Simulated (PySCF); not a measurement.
Vertical excitations of a molecule C3H7FSi from TDA-PBE0/def2-SVPD (PySCF), as energy in eV (oscillator strength): 6.52 (0.114), 6.92 (0.007), 7.26 (0.275), 7.69 (0.046), 7.75 (0.055), 7.86 (0.010), 7.99 (0.027), 8.13 (0.012), 8.39 (0.021), 8.49 (0.027). Lowest triplet (TDA): 4.13 eV. Coordinates come from a B3LYP-D3(BJ)/def2-SVP optimisation. Other conformers were not sampled.

Which molecule gave these data?
A. C/C=C(/F)[SiH3]
B. C=C[SiH2]CF
C. C=CC[SiH2]F
D. C/C([SiH3])=C/F

C, C=CC[SiH2]F
